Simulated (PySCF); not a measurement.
C5H7Cl, SMILES C[C@@H](CCl)C#C.

Geometry: B3LYP-D3(BJ)/def2-SVP. The structure was generated by enumeration; whether it is a known compound was not checked. The values are those of a single conformer.

Computed with TDDFT-PBE/def2-SVPD run with PySCF 2.14.0.

Vertical excitations. Isolated molecule, no solvent.

```csv
state,energy (eV),λ (nm),f,main pairs
S1,5.91,210,0.000,"HOMO−1→LUMO 60 %, HOMO→LUMO 40 %"
S2,6.13,202,0.059,"HOMO→LUMO 52 %, HOMO−1→LUMO 35 %"
S3,6.42,193,0.000,HOMO−2→LUMO 98 %
S4,6.61,188,0.002,"HOMO→LUMO+1 59 %, HOMO−1→LUMO+1 38 %"
S5,6.68,186,0.000,HOMO−3→LUMO 91 %
S6,6.84,181,0.048,"HOMO−1→LUMO+2 47 %, HOMO−1→LUMO+1 23 %, HOMO→LUMO+1 19 %"
S7,6.92,179,0.006,HOMO−2→LUMO+1 94 %
S8,6.94,179,0.014,HOMO→LUMO+2 91 %
S9,7.15,173,0.026,"HOMO→LUMO+3 54 %, HOMO−1→LUMO+2 28 %, HOMO−1→LUMO+1 9 %"
S10,7.19,172,0.012,"HOMO−3→LUMO+1 82 %, HOMO−1→LUMO+3 13 %"
T1,5.21,238,0,"HOMO→LUMO 39 %, HOMO−1→LUMO 25 %, HOMO−1→LUMO+1 9 %, HOMO→LUMO+1 7 %"
T2,5.56,223,0,"HOMO−1→LUMO 45 %, HOMO→LUMO 34 %"
T3,5.69,218,0,"HOMO−1→LUMO+1 39 %, HOMO→LUMO+1 26 %, HOMO→LUMO 11 %, HOMO−1→LUMO 11 %"
T4,5.97,208,0,HOMO−2→LUMO 98 %
```
Triplets are in the Tamm–Dancoff approximation, which puts them higher than full response would, so one can lie above its singlet here.
